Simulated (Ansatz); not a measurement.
**Worked example: the enthalpy of C2BrF5 + CH2BrCl → C2HF5 + CHBr2Cl**

Species: C2BrF5 (bromopentafluoroethane) `FC(F)(F)C(F)(F)Br`, singlet; CH2BrCl `ClCBr`, singlet; C2HF5 `FC(F)C(F)(F)F`, singlet; CHBr2Cl (chlorodibromomethane) `ClC(Br)Br`, singlet. The partners trade Br for H; both sit on C, so the bond types are kept.

Shapes, held fixed at every level: PBE0-D4/def2-TZVP. Programs: Ansatz 0.2.0. The zero-point and thermal terms to 298 K, harmonic and unscaled (PBE0-D4/def2-TZVP), stand in the table.

At B3LYP-D4/def2-TZVPP; 1 Eh = 2625.50 kJ/mol:

```
species   energy (Eh)  H(298 K) − E (kJ/mol)  tabulated ΔfH (kJ/mol)
 C2BrF5  -3149.868142                   93.0                 -1064.4
CH2BrCl  -3073.739119                   88.1                   -44.7
  C2HF5   -576.292009                  118.2                 -1100.4
CHBr2Cl  -5647.312088                   64.6                    -3.0
```

**Question.** Work out the reaction enthalpy at 298 K from the calculation and from the table of heats.

**Answer.** 
1. Electronic: (-576.292009) + (-5647.312088) − [(-3149.868142) + (-3073.739119)] = 0.003164 Eh = +8.3 kJ/mol.
2. Zero-point and thermal: (118.2) + (64.6) − [(93.0) + (88.1)] = +1.7 kJ/mol.
3. Computed ΔH = +10.0 kJ/mol.
4. From the heats of formation (Active Thermochemical Tables, CRC Handbook of Chemistry and Physics): (-1100.4) + (-3.0) − [(-1064.4) + (-44.7)] = +5.7 kJ/mol.
5. Computed less tabulated: +4.3 kJ/mol. Tabulated heats carry uncertainties of their own.

Relativity is left out for Br unless named.
